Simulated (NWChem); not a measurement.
System: C$_{2}$H$_{5}$ClOSi; SMILES C=CO[SiH2]Cl

Input file for NWChem:

```
start job
memory heap 200 mb stack 900 mb global 1100 mb
geometry units angstroms noautoz
  C      0.528248    -3.155728    -0.024874
  C      0.219089    -1.896417     0.321449
  O     -0.055019    -0.926448    -0.607060
  Si    -0.899130     0.500793    -0.341647
  Cl    -0.116789     1.492677     1.310359
  H      0.555006    -3.466211    -1.079687
  H      0.767992    -3.889420     0.756215
  H      0.198774    -1.562395     1.375950
  H     -0.692339     1.315475    -1.573024
  H     -2.343063     0.225819    -0.051540
end
basis spherical
  C library def2-svp
  O library def2-svp
  Si library def2-svp
  Cl library def2-svp
  H library def2-svp
end
dft
  xc r2scan
  iterations 150
  mulliken
end
task dft energy
```

NWChem printed, in part:

```
             Northwest Computational Chemistry Package (NWChem) 7.3.0
             --------------------------------------------------------

 C1  symmetry detected

                             Geometry "geometry" -> ""
                             -------------------------

 Output coordinates in angstroms (scale by  1.889725989 to convert to a.u.)

  No.       Tag          Charge          X              Y              Z
 ---- ---------------- ---------- -------------- -------------- --------------
    1 C                    6.0000     0.54212219     2.98483171    -0.02428863
    2 C                    6.0000     0.51042675     1.64572033    -0.10890072
    3 O                    8.0000    -0.55451739     0.90742824     0.33710687
    4 Si                  14.0000    -0.94556495    -0.66006878    -0.12117166
    5 Cl                  17.0000     0.72138519    -1.89035110     0.05965364
    6 H                    1.0000    -0.30411756     3.54939256     0.39391644
    7 H                    1.0000     1.43120581     3.52893102    -0.36978451
    8 H                    1.0000     1.35636824     1.05984713    -0.51521507
    9 H                    1.0000    -2.00820756    -1.09493875     0.82984747
   10 H                    1.0000    -1.38004237    -0.70903860    -1.55419176

 Effective nuclear repulsion energy (a.u.)     270.5147682141

                                 NWChem DFT Module
                                 -----------------

 Summary of "ao basis" -> "ao basis" (spherical)
 ------------------------------------------------------------------------------
       Tag                 Description            Shells   Functions and Types
 ---------------- ------------------------------  ------  ---------------------
 C                          def2-svp                 6       14   3s2p1d
 O                          def2-svp                 6       14   3s2p1d
 Si                         def2-svp                 8       18   4s3p1d
 Cl                         def2-svp                 8       18   4s3p1d
 H                          def2-svp                 3        5   2s1p

            General Information
            -------------------
          SCF calculation type: DFT
          Wavefunction type:  closed shell.
          No. of atoms     :    10
          No. of electrons :    56
           Alpha electrons :    28
            Beta electrons :    28
          Charge           :     0
          Spin multiplicity:     1
          Use of symmetry is: off; symmetry adaption is: off
          Maximum number of iterations: 150
          AO basis - number of functions:   103
                     number of shells:    49
          Convergence on energy requested:  1.00D-06
          Convergence on density requested:  1.00D-05
          Convergence on gradient requested:  5.00D-04

              XC Information
              --------------
                      r^2SCAN Method XC Functional
               r^2SCAN metaGGA Exchange Functional  1.000
                     r^2SCAN Correlation Potential  1.000

             Grid Information
             ----------------
          Grid used for XC integration:  medium
          Radial quadrature: Mura-Knowles
          Angular quadrature: Lebedev.
          Tag              B.-S. Rad. Rad. Pts. Rad. Cut. Ang. Pts.
          ---              ---------- --------- --------- ---------
          C                   0.70       49          12.0       434
          O                   0.60       49          10.0       434
          Si                  1.10       88          12.0       590
          Cl                  1.00       88          13.0       590
          H                   0.35       45          13.0       434
          Grid pruning is: on
          Number of quadrature shells:   548
          Spatial weights used:  Erf1

      Superposition of Atomic Density Guess
      -------------------------------------

 Sum of atomic energies:        -900.49923350

      Non-variational initial energy
      ------------------------------

 Total energy =    -902.530762
 1-e energy   =   -1780.165225
 2-e energy   =     607.119694
 HOMO         =      -0.287438
 LUMO         =       0.036354

     ---------------------------------------------
      Total Density - Mulliken Population Analysis
     ---------------------------------------------

    Atom       Charge   Shell Charges
 -----------   ------   -------------------------------------------------------
    1 C    6     6.39   1.99  0.97  0.28  2.07  1.06  0.02
    2 C    6     5.67   1.99  0.93  0.24  1.70  0.74  0.06
    3 O    8     8.72   1.99  1.09  0.67  3.02  1.94  0.01
    4 Si  14    12.92   2.00  1.99  0.93  0.19  5.93  0.91  0.74  0.23
    5 Cl  17    17.42   2.00  1.99  1.22  0.72  5.94  2.16  3.37  0.01
    6 H    1     0.89   0.66  0.21  0.03
    7 H    1     0.88   0.65  0.20  0.03
    8 H    1     0.93   0.68  0.23  0.02
    9 H    1     1.09   0.70  0.38  0.01
   10 H    1     1.09   0.70  0.38  0.01

   convergence    iter        energy       DeltaE   RMS-Dens  Diis-err
 ---------------- ----- ----------------- --------- --------- ---------
 d= 0,ls=0.0,diis     1   -903.6210442758 -1.17D+03  1.28D-02  6.15D-01
 d= 0,ls=0.0,diis     2   -903.5644645515  5.66D-02  8.12D-03  1.10D+00
 d= 0,ls=0.0,diis     3   -903.6896270874 -1.25D-01  1.95D-03  5.67D-02
 d= 0,ls=0.0,diis     4   -903.6945075365 -4.88D-03  9.56D-04  1.24D-02
 d= 0,ls=0.0,diis     5   -903.6961498221 -1.64D-03  3.18D-04  1.42D-03
  Resetting Diis
 d= 0,ls=0.0,diis     6   -903.6962927488 -1.43D-04  1.25D-04  2.27D-04
 d= 0,ls=0.0,diis     7   -903.6963225758 -2.98D-05  3.27D-05  2.62D-06
 d= 0,ls=0.0,diis     8   -903.6963222753  3.01D-07  2.00D-05  4.92D-06
 d= 0,ls=0.0,diis     9   -903.6963228642 -5.89D-07  5.23D-06  5.34D-07

         Total DFT energy =     -903.696322864191
      One electron energy =    -1783.027445376438
           Coulomb energy =      679.114913282973
    Exchange-Corr. energy =      -70.298558984803
 Nuclear repulsion energy =      270.514768214077

 Numeric. integr. density =       56.000022855854

                       DFT Final Molecular Orbital Analysis
                       ------------------------------------

 Vector   26  Occ=2.000000D+00  E=-3.041007D-01
              MO Center=  2.1D-01, -6.3D-01,  1.2D-01, r^2= 3.9D+00
   Bfn.  Coefficient  Atom+Function         Bfn.  Coefficient  Atom+Function
  ----- ------------  ---------------      ----- ------------  ---------------
    72      0.426562   5 Cl py               69      0.314323   5 Cl py
    33      0.267862   3 O  py               32     -0.230647   3 O  px
    71      0.213227   5 Cl px               66      0.183236   5 Cl py
    36      0.178128   3 O  py               35     -0.176956   3 O  px
    68      0.156375   5 Cl px               90      0.131276   8 H  s

 Vector   27  Occ=2.000000D+00  E=-2.934354D-01
              MO Center= -2.0D-02, -1.1D+00, -4.9D-02, r^2= 3.7D+00
   Bfn.  Coefficient  Atom+Function         Bfn.  Coefficient  Atom+Function
  ----- ------------  ---------------      ----- ------------  ---------------
    73      0.505394   5 Cl pz               70      0.368309   5 Cl pz
    67      0.214622   5 Cl pz               99      0.202623  10 H  s
    94     -0.184373   9 H  s                95     -0.163211   9 H  s
   100      0.152066  10 H  s                32     -0.143478   3 O  px
    52     -0.131193   4 Si pz               33      0.125284   3 O  py

 Vector   28  Occ=2.000000D+00  E=-2.234734D-01
              MO Center=  2.6D-01,  2.1D+00,  1.6D-04, r^2= 2.3D+00
   Bfn.  Coefficient  Atom+Function         Bfn.  Coefficient  Atom+Function
  ----- ------------  ---------------      ----- ------------  ---------------
     6      0.374020   1 C  pz               20      0.293680   2 C  pz
    34     -0.292022   3 O  pz                9      0.277488   1 C  pz
    37     -0.240279   3 O  pz               23      0.181098   2 C  pz
     4      0.165806   1 C  px               32     -0.128520   3 O  px
    18      0.124167   2 C  px                7      0.117639   1 C  px

 Vector   29  Occ=0.000000D+00  E=-1.830336D-02
              MO Center=  1.7D-01,  1.6D+00, -9.0D-02, r^2= 4.3D+00
   Bfn.  Coefficient  Atom+Function         Bfn.  Coefficient  Atom+Function
  ----- ------------  ---------------      ----- ------------  ---------------
    53      0.500477   4 Si px                9      0.492058   1 C  pz
    23     -0.473811   2 C  pz               20     -0.380968   2 C  pz
     6      0.337809   1 C  pz               64     -0.279523   5 Cl s
    21     -0.238600   2 C  px                7      0.209909   1 C  px
    71      0.202387   5 Cl px               54     -0.184628   4 Si py

 Vector   30  Occ=0.000000D+00  E= 2.444521D-03
              MO Center= -1.0D+00, -7.7D-01, -2.1D-01, r^2= 3.7D+00
   Bfn.  Coefficient  Atom+Function         Bfn.  Coefficient  Atom+Function
  ----- ------------  ---------------      ----- ------------  ---------------
    54      1.053386   4 Si py               31     -0.472286   3 O  s
    95      0.375566   9 H  s                71     -0.358123   5 Cl px
    51      0.305493   4 Si py              100      0.277204  10 H  s
    64      0.269429   5 Cl s                45     -0.203603   4 Si s
    46     -0.174299   4 Si s                48     -0.156499   4 Si py

 Vector   31  Occ=0.000000D+00  E= 1.394323D-02
              MO Center= -2.0D-01, -1.9D-01, -1.5D-01, r^2= 4.4D+00
   Bfn.  Coefficient  Atom+Function         Bfn.  Coefficient  Atom+Function
  ----- ------------  ---------------      ----- ------------  ---------------
    53      0.808662   4 Si px               45      0.507337   4 Si s
    46      0.436965   4 Si s                72     -0.410356   5 Cl py
    64     -0.385410   5 Cl s                71      0.294266   5 Cl px
    31     -0.291793   3 O  s                23      0.283246   2 C  pz
    50      0.258692   4 Si px               44      0.240963   4 Si s

     ---------------------------------------------
      Total Density - Mulliken Population Analysis
     ---------------------------------------------

    Atom       Charge   Shell Charges
 -----------   ------   -------------------------------------------------------
    1 C    6     6.13   1.99  0.90  0.28  2.06  0.89  0.02
    2 C    6     5.88   1.99  0.92  0.19  1.99  0.72  0.07
    3 O    8     8.45   1.99  1.08  0.69  2.89  1.79  0.01
    4 Si  14    13.27   2.00  1.98  1.02  0.07  5.93  1.19  0.73  0.34
    5 Cl  17    17.28   2.00  1.99  1.24  0.73  5.93  2.14  3.23  0.02
    6 H    1     0.94   0.73  0.18  0.03
    7 H    1     0.94   0.73  0.18  0.03
    8 H    1     0.96   0.74  0.19  0.02
    9 H    1     1.08   0.74  0.32  0.01
   10 H    1     1.08   0.74  0.33  0.01

     -------------------------------------------
      Total Density - Lowdin Population Analysis
     -------------------------------------------

    Atom       Charge   Shell Charges
 -----------   ------   -------------------------------------------------------
    1 C    6     6.12   1.97  0.61  0.33  1.87  1.28  0.06
    2 C    6     5.95   1.97  0.61  0.30  1.81  1.11  0.15
    3 O    8     8.22   1.97  0.91  0.58  2.74  1.99  0.02
    4 Si  14    13.54   2.00  1.93  0.67  0.34  5.81  1.22  1.03  0.54
    5 Cl  17    17.08   2.00  1.96  1.04  0.81  5.82  2.26  3.17  0.02
    6 H    1     0.96   0.62  0.27  0.07
    7 H    1     0.96   0.62  0.27  0.07
    8 H    1     0.98   0.64  0.27  0.07
    9 H    1     1.09   0.65  0.42  0.02
   10 H    1     1.10   0.65  0.42  0.03

     Multipole analysis of the density
     ---------------------------------

     L   x y z        total         alpha         beta         nuclear
     -   - - -        -----         -----         ----         -------
     0   0 0 0     -0.000000    -28.000000    -28.000000     56.000000

     1   1 0 0     -0.212724     -0.106362     -0.106362     -0.000000
     1   0 1 0      0.035067      0.017534      0.017534      0.000000
     1   0 0 1     -0.266527     -0.133264     -0.133264      0.000000

     2   2 0 0    -31.568507    -81.971324    -81.971324    132.374140
     2   1 1 0      1.986232     -7.693720     -7.693720     17.373672
     2   1 0 1     -0.435524      0.571191      0.571191     -1.577907
     2   0 2 0    -33.351939   -322.033182   -322.033182    610.714425
     2   0 1 1     -0.261669      0.083192      0.083192     -0.428054
     2   0 0 2    -34.019279    -25.779088    -25.779088     17.538896
```

Level: r2SCAN/def2-SVP. Coordinates come from a PBE-D3(BJ)/def2-SVP optimisation.
